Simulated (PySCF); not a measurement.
## Frontier orbitals and the lowest excitations

Species: WO2(CH2SiH3)2, C₂H₁₀O₂Si₂W (singlet state).
Z-matrix (Å and degrees, PBE0-D3(BJ)/def2-SVP geometry), rows numbered from 1:
```
W 
O   1  1.7046
O   1  1.7043  2  110.49
C   1  2.0977  2  108.56  3  -119.16
Si  4  1.8920  1  118.60  2    65.64
H   4  1.1082  1  106.34  2  -172.75
H   4  1.1070  1  107.10  2   -56.96
H   5  1.4919  4  109.77  1   -60.61
H   5  1.4914  4  109.88  1    60.11
H   5  1.4961  4  109.56  1   179.86
C   1  2.0977  2  107.99  3   118.52
Si 11  1.8930  1  116.34  2   -43.25
H  11  1.1084  1  106.44  2    76.74
H  11  1.1055  1  108.15  2  -166.75
H  12  1.4920 11  110.26  1   -51.01
H  12  1.4916 11  108.91  1    69.41
H  12  1.4959 11  109.92  1  -171.14
```

The calculation used PySCF 2.14.0, density-fitted response routines, TDDFT CAM-B3LYP/def2-SVPD, vertical, gas phase, core orbitals frozen in the response, def2 core potentials past Kr. Spin–orbit coupling is left out.

Kohn–Sham orbitals with the atoms that hold most of them (Löwdin shares over 4%, at most four atoms; ? is withheld):

```json
{"orbital": "LUMO+2", "ε (eV)": "0.36", "atoms": "W1 30%, Si12 9%, Si5 7%, C11 7%"}
{"orbital": "LUMO+1", "ε (eV)": "-0.41", "atoms": "W1 56%, O2 17%, O3 16%"}
{"orbital": "LUMO", "ε (eV)": "-1.35", "atoms": "W1 57%, C4 8%, C11 8%, O2 7%"}
{"orbital": "HOMO", "ε (eV)": "-9.87", "atoms": "?"}
{"orbital": "HOMO-1", "ε (eV)": "-10.39", "atoms": "?"}
{"orbital": "HOMO-2", "ε (eV)": "-10.53", "atoms": "C4 16%, C11 16%, Si5 12%, W1 12%"}
{"orbital": "HOMO-3", "ε (eV)": "-11.01", "atoms": "C4 17%, Si5 15%, C11 15%, Si12 14%"}
```

Which atoms hold the HOMO-1, and with what shares?

O2 (bonded to W) 46%; O3 (bonded to W) 45%; W1 (bonded to 2 C and 2 O) 8%. By element: oxygen 91%, tungsten 8%.

Which atoms hold the HOMO, and with what shares?

C11 (bonded to Si, W and 2 H) 16%; C4 (bonded to Si, W and 2 H) 14%; O3 (bonded to W) 14%; O2 (bonded to W) 14%. By element: carbon 30%, oxygen 27%.

The HOMO–LUMO gap is 8.52 eV. Where does the response calculation put the lowest singlet, and from which orbitals?

S1 is at 4.65 eV (f = 0.0004), 3.88 eV below the gap, made of HOMO→LUMO (94%). Without the coupling terms of the response equations the lowest excitation would equal the gap.

One configuration dominates each of S1, S2, S3, S4 and S5. Which, and how do the shares of the two leading atoms of either orbital change from the occupied to the empty one?

- S1 (4.65 eV, f 0.0004), HOMO→LUMO (94%): C11 16% → 8%, C4 14% → 8%, W1 at most 14% → 57%; the Löwdin share of tungsten is at most 14% in HOMO and 57% in LUMO (ligand-to-metal charge transfer by this measure)
- S2 (5.04 eV, f 0.0048), HOMO-1→LUMO (90%): O2 46% → 7%, O3 45% → at most 8%, W1 8% → 57%, C4 at most 2% → 8%; the Löwdin share of tungsten is 8% in HOMO-1 and 57% in LUMO (ligand-to-metal charge transfer by this measure)
- S3 (5.41 eV, f 0.0019), HOMO-1→LUMO+1 (97%): O2 46% → 17%, O3 45% → 16%, W1 8% → 56%; the Löwdin share of tungsten is 8% in HOMO-1 and 56% in LUMO+1 (ligand-to-metal charge transfer by this measure)
- S4 (5.71 eV, f 0.0016), HOMO-2→LUMO (83%): C4 16% → 8%, C11 16% → 8%, W1 12% → 57%; the Löwdin share of tungsten is 12% in HOMO-2 and 57% in LUMO (ligand-to-metal charge transfer by this measure)
- S5 (5.85 eV, f 0.0054), HOMO→LUMO+1 (85%): C11 16% → at most 4%, C4 14% → at most 4%, W1 at most 14% → 56%, O2 14% → 17%; the Löwdin share of tungsten is at most 14% in HOMO and 56% in LUMO+1 (ligand-to-metal charge transfer by this measure)

Löwdin shares depend on the basis, the more so with diffuse functions.
